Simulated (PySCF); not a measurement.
Gas-phase reaction: Cd + HCOOH + C5H8 (cyclic) = Cd(CH3)2 + 2 CH2CO (ketene)

Computed with PySCF and rigid-rotor harmonic-oscillator thermochemistry at 1 bar. † marks an energy on the PBE0/def2-TZVP geometry and frequencies; other levels use their own. MP2 and CCSD(T) freeze the core. All species are closed-shell singlets. Cd: scalar-relativistic def2 core potential, no spin-orbit coupling. Methyl groups turn as free rotors in Cd(CH3)2. MP2 isn't extrapolated to the basis-set limit; its ΔH°(298 K) is 245.8 kJ in def2-SVP and 233.7 kJ in def2-TZVPP. CCSD(T) isn't extrapolated to the basis-set limit. The harmonic model lacks anharmonicity and excited electronic states, which grow with temperature; levels with a mode under 35 cm⁻¹ are left out. Internal rotation in HCOOH is treated as a harmonic vibration of one conformer, which makes the entropy rough.

| level | ΔE electronic, kJ | ΔH°(298 K), kJ | ΔS°(298 K), J/K | ΔG°(1800 K), kJ |
|---|---|---|---|---|
| BLYP/def2-TZVP† | 213 | 176 | 79 | 7 |
| CCSD(T)/def2-SVP† | 297 | 261 | 79 | 91 |
| MP2/def2-SVP† | 282 | 246 | 79 | 76 |
| MP2/def2-TZVPP† | 270 | 234 | 79 | 64 |
| PBE/def2-TZVP† | 243 | 206 | 79 | 37 |
| PBE0/def2-TZVP | 274 | 237 | 79 | 68 |
| r2SCAN/def2-TZVP† | 234 | 197 | 79 | 28 |
| LDA/def2-TZVP† | 286 | 249 | 79 | 80 |
| ωB97M-V/def2-TZVP† | 254 | 217 | 79 | 48 |
| ωB97X-V/def2-TZVP† | 264 | 227 | 79 | 58 |
ΔH° is lowest at BLYP/def2-TZVP† and highest at CCSD(T)/def2-SVP†. No reference value is set beside these.
